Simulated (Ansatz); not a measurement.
Ideal-gas functions of `[F][Zr]([F])([SeH])[SeH]` at 600 K and 1 bar, from an Ansatz frequency run at PBE0-D4/def2-TZVP.

Molar mass 289.16 g/mol, point group C1 (symmetry number 1), electronic degeneracy 1, moments of inertia 378.15, 755.762, 945.085 u Å². Harmonic wavenumbers (cm⁻¹, unscaled): 51, 63, 104, 127, 141, 155, 191, 261, 296, 432, 445, 673, 684, 2402, 2410.

Use S(trans) = R[1.5 ln M + 2.5 ln T − 1.1517]; rotational temperatures θ = 24.2544 K / I; S(rot) = R[ln(√π/σ · √(T³/θAθBθC)) + 1.5]; for each mode x = 1.438777 ν̃/T, S = R[x/(eˣ − 1) − ln(1 − e⁻ˣ)] and H = RT x/(eˣ − 1); 1 cm⁻¹ = 0.0119627 kJ/mol; R = 8.31446 J/(mol·K).

**Question.** By hand: the entropy, in J/(mol·K).

**Answer.** Translation 194.1. Rotation: θ = 0.0641, 0.0321, 0.0257 K, giving 137.9. Vibration, mode by mode: 25.79, 24.04, 19.88, 18.23, 17.37, 16.59, 14.88, 12.35, 11.34, 8.38, 8.16, 5.18, 5.07, 0.18, 0.17, in all 187.6. Electronic 0.0. Sum 519.6 J/(mol·K).

**Question.** By hand: H − E and G − E in kJ/mol, counted from the electronic energy.

**Answer.** Zero-point energy ½ × 8435 × 0.0119627 = 50.5; thermal vibration 47.0; translation, rotation and pV give 4 RT = 20.0. H − E = 117.5 kJ/mol, and G − E = 117.5 − 600 × 519.6/1000 = -194.3 kJ/mol.

Vibration gives 36 % of the entropy, 105.3 J/(mol·K) of it from the modes under 150 cm⁻¹: soft modes count most, and the harmonic formula is weakest for them. The sum counts one conformer and one mirror image; others add a mixing term.
